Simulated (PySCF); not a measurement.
# Atomic charges against the basis set

C₅H₄F₂.
Structure used (PBE0-D3(BJ)/def2-SVP), in Å, numbered top down from 1:
```
atom  x, y, z in Å
F1     2.285    1.184   -0.363
C2     1.121    0.584   -0.175
C3     0.783   -0.671   -0.530
F4     1.534   -1.574   -1.140
C5    -0.628   -0.934   -0.132
C6    -1.047    0.358    0.505
C7    -0.016    1.227    0.473
H8    -0.702   -1.783    0.571
H9    -1.256   -1.191   -1.004
H10   -2.035    0.533    0.928
H11    0.007    2.247    0.857
```

PBE0 throughout (PySCF), one geometry, spherical d and f functions. Geometry: PBE0-D3(BJ)/def2-SVP; no solvent, vibrations or thermal averaging. The first 7 of 10 kinds of atom are listed.

Mulliken charges (e):

```json
{"basis": "STO-3G", "functions": "39", "F1": "-0.071", "C2": "+0.056", "C3": "+0.065", "F4": "-0.063", "C5": "-0.171", "C6": "-0.089", "C7": "-0.106"}
{"basis": "6-31G", "functions": "71", "F1": "-0.306", "C2": "+0.273", "C3": "+0.287", "F4": "-0.297", "C5": "-0.466", "C6": "-0.164", "C7": "-0.161"}
{"basis": "pcSseg-0", "functions": "71", "F1": "-0.363", "C2": "+0.274", "C3": "+0.324", "F4": "-0.349", "C5": "-0.589", "C6": "-0.211", "C7": "-0.205"}
{"basis": "6-31G*", "functions": "106", "F1": "-0.305", "C2": "+0.320", "C3": "+0.322", "F4": "-0.296", "C5": "-0.474", "C6": "-0.176", "C7": "-0.204"}
{"basis": "cc-pVDZ", "functions": "118", "F1": "-0.149", "C2": "+0.124", "C3": "+0.065", "F4": "-0.147", "C5": "-0.010", "C6": "-0.091", "C7": "-0.007"}
{"basis": "def2-SVP", "functions": "118", "F1": "-0.192", "C2": "+0.194", "C3": "+0.085", "F4": "-0.186", "C5": "-0.003", "C6": "-0.109", "C7": "-0.052"}
{"basis": "aug-cc-pVDZ", "functions": "197", "F1": "-0.566", "C2": "+0.418", "C3": "+0.731", "F4": "-0.572", "C5": "+0.032", "C6": "+0.445", "C7": "+0.411"}
{"basis": "6-311+G(2d,p)", "functions": "213", "F1": "-0.346", "C2": "+0.208", "C3": "+0.361", "F4": "-0.336", "C5": "-0.356", "C6": "-0.096", "C7": "-0.014"}
{"basis": "def2-TZVP", "functions": "241", "F1": "-0.184", "C2": "+0.184", "C3": "+0.105", "F4": "-0.176", "C5": "-0.087", "C6": "-0.244", "C7": "-0.146"}
{"basis": "cc-pVTZ", "functions": "266", "F1": "-0.140", "C2": "+0.155", "C3": "+0.132", "F4": "-0.138", "C5": "-0.148", "C6": "-0.170", "C7": "-0.186"}
{"basis": "IGLO-III", "functions": "285", "F1": "-0.229", "C2": "+0.232", "C3": "+0.224", "F4": "-0.225", "C5": "-0.218", "C6": "-0.100", "C7": "-0.125"}
{"basis": "pcSseg-2", "functions": "308", "F1": "-0.254", "C2": "+0.248", "C3": "+0.158", "F4": "-0.247", "C5": "+0.092", "C6": "-0.149", "C7": "-0.074"}
```

IAO charges (e):

| basis | functions | F1 | C2 | C3 | F4 | C5 | C6 | C7 |
| --- | --- | --- | --- | --- | --- | --- | --- | --- |
| STO-3G | 39 | -0.084 | +0.075 | +0.086 | -0.075 | -0.290 | -0.142 | -0.167 |
| 6-31G | 71 | -0.234 | +0.200 | +0.205 | -0.230 | -0.305 | -0.156 | -0.181 |
| pcSseg-0 | 71 | -0.219 | +0.188 | +0.194 | -0.214 | -0.316 | -0.156 | -0.181 |
| 6-31G* | 106 | -0.244 | +0.222 | +0.226 | -0.240 | -0.290 | -0.157 | -0.177 |
| cc-pVDZ | 118 | -0.244 | +0.221 | +0.226 | -0.240 | -0.290 | -0.160 | -0.180 |
| def2-SVP | 118 | -0.244 | +0.219 | +0.225 | -0.239 | -0.286 | -0.154 | -0.177 |
| aug-cc-pVDZ | 197 | -0.257 | +0.227 | +0.231 | -0.252 | -0.292 | -0.162 | -0.182 |
| 6-311+G(2d,p) | 213 | -0.257 | +0.228 | +0.232 | -0.253 | -0.293 | -0.162 | -0.181 |
| def2-TZVP | 241 | -0.257 | +0.230 | +0.234 | -0.253 | -0.294 | -0.163 | -0.182 |
| cc-pVTZ | 266 | -0.255 | +0.229 | +0.233 | -0.251 | -0.295 | -0.163 | -0.182 |
| IGLO-III | 285 | -0.258 | +0.230 | +0.233 | -0.254 | -0.294 | -0.163 | -0.182 |
| pcSseg-2 | 308 | -0.258 | +0.230 | +0.234 | -0.253 | -0.295 | -0.163 | -0.182 |

Hirshfeld charges (e):

```
        basis  functions      F1      C2      C3      F4      C5      C6      C7
       STO-3G         39  -0.027  +0.017  +0.015  -0.019  -0.013  -0.051  -0.052
        6-31G         71  -0.085  +0.047  +0.051  -0.083  -0.056  -0.052  -0.064
     pcSseg-0         71  -0.079  +0.046  +0.053  -0.076  -0.062  -0.048  -0.064
       6-31G*        106  -0.077  +0.045  +0.051  -0.075  -0.059  -0.056  -0.063
      cc-pVDZ        118  -0.067  +0.040  +0.048  -0.065  -0.070  -0.052  -0.064
     def2-SVP        118  -0.075  +0.047  +0.055  -0.073  -0.072  -0.052  -0.065
  aug-cc-pVDZ        197  -0.080  +0.050  +0.057  -0.079  -0.083  -0.056  -0.067
6-311+G(2d,p)        213  -0.082  +0.049  +0.056  -0.081  -0.078  -0.055  -0.065
    def2-TZVP        241  -0.080  +0.050  +0.057  -0.079  -0.079  -0.055  -0.066
      cc-pVTZ        266  -0.077  +0.049  +0.056  -0.075  -0.080  -0.054  -0.066
     IGLO-III        285  -0.081  +0.050  +0.057  -0.079  -0.083  -0.055  -0.066
     pcSseg-2        308  -0.082  +0.051  +0.059  -0.080  -0.083  -0.055  -0.066
```

ESP-fitted charges (e):

```tsv
basis	functions	F1	C2	C3	F4	C5	C6	C7
STO-3G	39	-0.083	+0.148	+0.101	-0.070	-0.227	-0.125	-0.208
6-31G	71	-0.209	+0.312	+0.174	-0.192	-0.255	-0.217	-0.333
pcSseg-0	71	-0.212	+0.322	+0.198	-0.196	-0.315	-0.228	-0.360
6-31G*	106	-0.140	+0.216	+0.098	-0.130	-0.188	-0.216	-0.277
cc-pVDZ	118	-0.143	+0.225	+0.087	-0.130	-0.168	-0.228	-0.272
def2-SVP	118	-0.162	+0.249	+0.110	-0.148	-0.174	-0.225	-0.285
aug-cc-pVDZ	197	-0.182	+0.294	+0.133	-0.165	-0.216	-0.236	-0.321
6-311+G(2d,p)	213	-0.180	+0.292	+0.123	-0.163	-0.206	-0.250	-0.322
def2-TZVP	241	-0.171	+0.277	+0.118	-0.157	-0.189	-0.238	-0.312
cc-pVTZ	266	-0.161	+0.258	+0.107	-0.147	-0.182	-0.235	-0.294
IGLO-III	285	-0.176	+0.286	+0.117	-0.160	-0.189	-0.236	-0.315
pcSseg-2	308	-0.184	+0.295	+0.133	-0.168	-0.200	-0.240	-0.319
```

Q: Which scheme is steadiest as the basis changes?

A: Largest range over the bases for any column: Hirshfeld 0.07 e, ESP-fitted 0.17 e, IAO 0.18 e, Mulliken 0.69 e. Hirshfeld charges move least and Mulliken charges most, counted in e. Without the minimal STO-3G basis the ranges are Hirshfeld 0.03, ESP-fitted 0.15, IAO 0.04, Mulliken 0.69 e.

Q: How much do the charges still move between the two largest bases, IGLO-III and pcSseg-2?

A: At most, over all atoms: Mulliken 0.310 e, IAO 0.001 e, Hirshfeld 0.002 e, ESP-fitted 0.016 e.

Q: What do the same runs give for the total energy, the frontier levels and the dipole moment?

A: 
| basis | energy (Eh) | HOMO (eV) | LUMO (eV) | μ (D) |
| --- | --- | --- | --- | --- |
| STO-3G | -386.9615 | -3.33 | 2.45 | 1.11 |
| 6-31G | -392.0510 | -6.30 | -0.56 | 2.91 |
| pcSseg-0 | -391.2493 | -6.61 | -0.89 | 2.92 |
| 6-31G* | -392.1406 | -6.03 | -0.38 | 2.28 |
| cc-pVDZ | -392.1748 | -6.19 | -0.55 | 2.28 |
| def2-SVP | -391.8589 | -6.32 | -0.67 | 2.42 |
| aug-cc-pVDZ | -392.2012 | -6.40 | -0.81 | 2.51 |
| 6-311+G(2d,p) | -392.2706 | -6.42 | -0.82 | 2.57 |
| def2-TZVP | -392.3080 | -6.37 | -0.76 | 2.45 |
| cc-pVTZ | -392.2910 | -6.33 | -0.70 | 2.38 |
| IGLO-III | -392.3141 | -6.40 | -0.80 | 2.49 |
| pcSseg-2 | -392.3061 | -6.42 | -0.81 | 2.52 |

The dipole is fixed by the density alone, so its range of 1.81 D shows that the density itself changes with the basis, not only its division among atoms.
